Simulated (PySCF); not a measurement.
SMILES CC(=O)CCS, GFN2-xTB optimised geometry.

```
14

C      1.66    -1.88    -1.45
C      1.31    -1.39    -0.07
O      1.38    -2.09     0.92
C      0.83     0.05     0.00
C     -0.70     0.05     0.00
S     -1.38     1.74     0.00
H      0.87    -1.61    -2.15
H      2.58    -1.39    -1.77
H      1.81    -2.95    -1.45
H      1.20     0.62    -0.85
H      1.19     0.50     0.93
H     -1.09    -0.49     0.87
H     -1.09    -0.41    -0.91
H     -0.91     2.09     1.20
```

Density from PBE/def2-TZVP run with PySCF at that geometry.

Minimum of the electron density along straight lines between bonded atoms, close to the bond critical point (lines longer than 1.1 times the sum of covalent radii, or with two minima, are not listed):

```csv
bond,length / Å,ρ at the minimum / e bohr⁻³,∇²ρ there / e bohr⁻⁵,position (fraction from the first atom)
C1–C2,1.504,0.259,-0.65,0.49
C2–O3,1.203,0.426,-0.04,0.34
C2–C4,1.521,0.253,-0.62,0.51
C4–C5,1.526,0.240,-0.55,0.50
C5–S6,1.827,0.174,-0.26,0.47
C1–H7,1.087,0.275,-0.92,0.64
C1–H8,1.089,0.273,-0.91,0.64
C1–H9,1.087,0.279,-0.95,0.64
C4–H10,1.090,0.279,-0.94,0.64
C4–H11,1.092,0.277,-0.93,0.64
C5–H12,1.089,0.282,-0.97,0.65
C5–H13,1.090,0.280,-0.95,0.64
S6–H14,1.331,0.219,-0.64,0.64
```
